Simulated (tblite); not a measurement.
Computed with GFN2-xTB (tblite): harmonic, unscaled wavenumbers at the GFN2-xTB geometry, gas phase. This tight-binding method is rough: wavenumbers can miss measured ones by several per cent, in bad cases by 10 to 20. Modes of hydrogen on silicon can be 10 to 20 % off. One conformer each. Open shells enter through the occupations alone, without spin polarisation, and single modes of such species can be off by tens of per cent. Thermal functions are those of the rigid rotor and harmonic oscillator, without mixing of conformers.

Question: Order these by their ideal-gas entropy at 200 K and 1 bar, highest first (J/(mol K)).
A. `FC(F)OC1(OC(F)F)C=C1`
B. `F[C@H]1C=C(OC(F)(F)F)CO1`
C. `C#C[SiH2][C@H]1C=CS[SiH2]1`
D. `[CH2][C@@H](Cl)CCl` [radical]
E. `O=C1C=CC(O[SiH3])=CC1=O`

Answer: A (384.0), C (371.6), E (365.4), B (361.7), D (312.3).

```
                    SMILES  atoms  mass (u)  symmetry number  modes under 300 cm⁻¹  ZPE (kJ/mol)  S translation (J/(mol K))  S rotation  S vibration  S spin      S     Cp
      FC(F)OC1(OC(F)F)C=C1     15    172.01                2                     6         228.5                      164.8       116.8        102.5     0.0  384.0  123.4
C#C[SiH2][C@H]1C=CS[SiH2]1     16    155.99                1                     7         267.6                      163.5       119.9         88.1     0.0  371.6  127.5
   O=C1C=CC(O[SiH3])=CC1=O     16    154.01                1                     6         263.5                      163.4       121.4         80.6     0.0  365.4  121.4
  F[C@H]1C=C(OC(F)(F)F)CO1     15    172.01                1                     5         236.0                      164.8       121.6         75.4     0.0  361.7  113.8
        [CH2][C@@H](Cl)CCl     10    110.98                1                     4         181.0                      159.3       110.4         36.9     5.8  312.3   79.7
```

Entropies and Cp are for 200 K and 1 bar.
